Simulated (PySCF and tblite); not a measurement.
The numbers below are computed, except where a source is named.
Molecule: C6H11N, numbered as in [CH:1]1=[CH:2][CH2:3][CH2:4][NH:5][CH2:6][CH2:7]1; H are named by their carrier, a and b as at the first point (Å):

```
C1      -0.519   -1.564   -0.043
C2       0.798   -1.441   -0.085
C3       1.502   -0.171   -0.465
C4       1.141    1.017    0.441
N5      -0.148    1.659    0.198
C6      -1.279    0.791    0.517
C7      -1.468   -0.449   -0.372
H1      -0.962   -2.508    0.241
H2       1.425   -2.284    0.167
H3a      1.251    0.091   -1.500
H3b      2.581   -0.327   -0.418
H4a      1.172    0.704    1.489
H4b      1.897    1.798    0.304
H5      -0.189    1.758   -0.818
H6a     -2.173    1.417    0.431
H6b     -1.186    0.484    1.562
H7a     -1.335   -0.151   -1.419
H7b     -2.495   -0.801   -0.259
```

The mean out-of-plane torsion at N5 (0° is planar) is held and the rest relaxed at GFN2-xTB. Energies: PBE0/pcSseg-1 + D3(BJ). Couplings: B3LYP/6-31G* with H pcJ-1 N pcJ-1, gas phase, for ¹H, ¹⁵N. Programs: tblite and PySCF.

Question: How do the most sensitive couplings change along the out-of-plane angle?

Answer: 
```csv
out-of-plane angle °,"¹J(N5,H5)","³J(H4a,H5)","³J(H5,H6b)","³J(H5,H6a)","³J(H4b,H5)","³J(N5,H7b)","³J(N5,H3b)"
-39,-59.1,13.2,13.2,1.3,1.3,-1.7,-1.7
-24,-82.6,13.0,13.0,3.4,3.4,-2.9,-2.9
0,-103.7,5.1,5.1,8.0,8.0,-5.8,-5.8
24,-83.7,-0.9,-0.9,7.7,7.7,-7.3,-7.3
40,-60.1,1.1,1.1,5.5,5.6,-6.3,-6.3
```
Values in Hz.

Question: Set ³J(H4a,H5) against its H–C–N–H torsion.

Answer: -169°: 13.2 Hz, 65°: 1.1 Hz, 88°: -0.9 Hz, 131°: 5.1 Hz, 168°: 13.0 Hz.
